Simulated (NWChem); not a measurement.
isocyanic acid (CHNO); SMILES N=C=O

```xyz
4

N      0.1655     1.1780     0.0000
C     -0.0132    -0.0279     0.0000
O     -0.0298    -1.2024     0.0000
H     -0.5663     1.8721     0.0000
```
Atoms are numbered in this order, from 1.

Program: NWChem. Pople sets run with spherical d functions. The geometry was optimised at B3LYP/6-31G* (spherical d). GIAO values for the isolated, static molecule; σ is the absolute isotropic shielding.

```json
[
 {"level": "PBE0/6-31G*", "basis functions": "44", "σ N1 (ppm)": "235.1", "σ C2 (ppm)": "72.3", "σ O3 (ppm)": "188.3", "σ H4 (ppm)": "29.62"},
 {"level": "PBE0/6-311G**", "basis functions": "60", "σ N1 (ppm)": "228.6", "σ C2 (ppm)": "50.7", "σ O3 (ppm)": "168.1", "σ H4 (ppm)": "29.06"},
 {"level": "PBE0/def2-SVP", "basis functions": "47", "σ N1 (ppm)": "236.0", "σ C2 (ppm)": "68.2", "σ O3 (ppm)": "190.2", "σ H4 (ppm)": "28.86"},
 {"level": "PBE0/def2-TZVP", "basis functions": "99", "σ N1 (ppm)": "228.9", "σ C2 (ppm)": "48.8", "σ O3 (ppm)": "170.6", "σ H4 (ppm)": "28.98"},
 {"level": "PBE0/IGLO-II", "basis functions": "72", "σ N1 (ppm)": "226.6", "σ C2 (ppm)": "51.1", "σ O3 (ppm)": "168.7", "σ H4 (ppm)": "29.10"},
 {"level": "PBE0/IGLO-III", "basis functions": "115", "σ N1 (ppm)": "225.8", "σ C2 (ppm)": "?", "σ O3 (ppm)": "167.4", "σ H4 (ppm)": "28.76"},
 {"level": "PBE0/pcSseg-2", "basis functions": "122", "σ N1 (ppm)": "225.5", "σ C2 (ppm)": "42.7", "σ O3 (ppm)": "166.6", "σ H4 (ppm)": "28.45"}
]
```

What belongs in the gaps?


- PBE0/IGLO-III, σ C2 (ppm): 43.5
